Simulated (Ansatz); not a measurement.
Stepwise reaction of `[SiH3]OB(S)O[SiH3]` with methanol, as a gas-phase model of exchange steps in deposition or etching. ΔE in kJ/mol.

Program: Ansatz. Geometries: PBE0-D4/def2-TZVP. ΔE: electronic, gas phase. CBS: MP2 limit from def2 TZ/QZ plus the TZ coupled-cluster correction, frozen cores. This one scheme is used for every species. DFT in def2-TZVPP. B3LYP here is the variant with VWN-RPA as its local correlation; programs differ in this. One conformer a species, not always the lowest.

```
step                                                    reaction  PBE-D4  B3LYP-D4  ωB97M-V  CCSD(T)/CBS
   1  `[SiH3]OB(S)O[SiH3]` + CH₃OH → `COB(S)O[SiH3]` + `O[SiH3]`    -8.3      -4.5     -7.7         -7.3
   2            `COB(S)O[SiH3]` + CH₃OH → `COB(S)OC` + `O[SiH3]`    -2.7       0.1     -3.5         -2.5
```

Question: By hand: ΔE of the 2 steps together at CCSD(T)/CBS.

Answer: (-7.3) + (-2.5) = -9.8 kJ/mol, or -4.9 kJ/mol a step.

In ΔE the steps differ by no more than 4.8 kJ/mol. PBE-D4 differs from CCSD(T)/CBS by -1.0 to -0.2 kJ/mol a step. Isolated molecules leave out the surface, adducts and barriers. Largest T1 diagnostic: 0.013.
